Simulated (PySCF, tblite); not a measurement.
Isomers of C7H13OP, one GFN2-xTB conformer each. Single-point energies are computed at PBE0/pcSseg-1 (PySCF, gas phase, no added dispersion term), electronic only.

```csv
SMILES,GFN2-xTB relative energy (kJ/mol)
C=[P@@]1(C)C=C(OC)CC1,302.6
CC[P@]1(=O)CCC=C1C,0.0
C#CP(CO)CCCC,344.5
```

Conformers: `[CH2:1]=[P@@:2]1([CH3:3])[CH:4]=[C:5]([O:6][CH3:7])[CH2:8][CH2:9]1` with C4–C5–O6–C7 -1°, C1–P2–C4–C5 153°, C4–C5–C8–C9 -16°, C5–C8–C9–P2 24°, C1–P2–C9–C8 -143°; `[CH3:1][CH2:2][P@:3]1(=[O:4])[CH2:5][CH2:6][CH:7]=[C:8]1[CH3:9]` with C1–C2–P3–O4 -179°, C2–P3–C5–C6 -95°, P3–C5–C6–C7 -18°, C5–C6–C7–C8 14°, C2–P3–C8–C7 103°; `[CH:1]#[C:2][P:3]([CH2:4][OH:5])[CH2:6][CH2:7][CH2:8][CH3:9]` with C2–P3–C4–O5 50°, P3–C4–O5–H -58°, C2–P3–C6–C7 178°, P3–C6–C7–C8 177°, C6–C7–C8–C9 67°.

Question: What does PBE0/pcSseg-1 give for the same structures?

Answer: 
```json
{"SMILES": "CC[P@]1(=O)CCC=C1C", "PBE0/pcSseg-1 E (Eh)": "-690.56834", "PBE0/pcSseg-1 (kJ/mol)": "0.0", "GFN2-xTB (kJ/mol)": "0.0", "point group": "C1"}
{"SMILES": "C=[P@@]1(C)C=C(OC)CC1", "PBE0/pcSseg-1 E (Eh)": "-690.47558", "PBE0/pcSseg-1 (kJ/mol)": "243.5", "GFN2-xTB (kJ/mol)": "302.6", "point group": "C1"}
{"SMILES": "C#CP(CO)CCCC", "PBE0/pcSseg-1 E (Eh)": "-690.46880", "PBE0/pcSseg-1 (kJ/mol)": "261.3", "GFN2-xTB (kJ/mol)": "344.5", "point group": "C1"}
```

Both levels put the same isomer lowest; measured from each level's own lowest isomer, the values differ by up to 83.2 kJ/mol (C#CP(CO)CCCC: 344.5 against 261.3). As drawn, the lowest has a P=O bond and a C=C bond outside aromatic rings, which the highest lacks; the highest has a C≡C bond and an O–H bond, which the lowest lacks.

Question: Which frontier levels, dipoles and rotational constants go with these structures?

Answer: 
```json
{"SMILES": "CC[P@]1(=O)CCC=C1C", "HOMO (eV, PBE0/pcSseg-1)": "-7.29", "LUMO (eV)": "-0.20", "dipole (D)": "4.37", "A, B, C (MHz)": "1482, 1345, 1230"}
{"SMILES": "C=[P@@]1(C)C=C(OC)CC1", "HOMO (eV, PBE0/pcSseg-1)": "-5.05", "LUMO (eV)": "0.16", "dipole (D)": "3.37", "A, B, C (MHz)": "2453, 900.6, 796.6"}
{"SMILES": "C#CP(CO)CCCC", "HOMO (eV, PBE0/pcSseg-1)": "-6.83", "LUMO (eV)": "0.05", "dipole (D)": "0.62", "A, B, C (MHz)": "2075, 707.3, 625.8"}
```

Question: What happens when harmonic zero-point energies from GFN2-xTB frequencies are added?

Answer: 
```tsv
SMILES	ZPE (kJ/mol)	electronic (kJ/mol)	with ZPE (kJ/mol)
CC[P@]1(=O)CCC=C1C	483.2	0.0	0.0
C=[P@@]1(C)C=C(OC)CC1	471.3	243.5	231.6
C#CP(CO)CCCC	476.6	261.3	254.7
```

The zero-point energies span 11.9 kJ/mol. The order is unchanged.
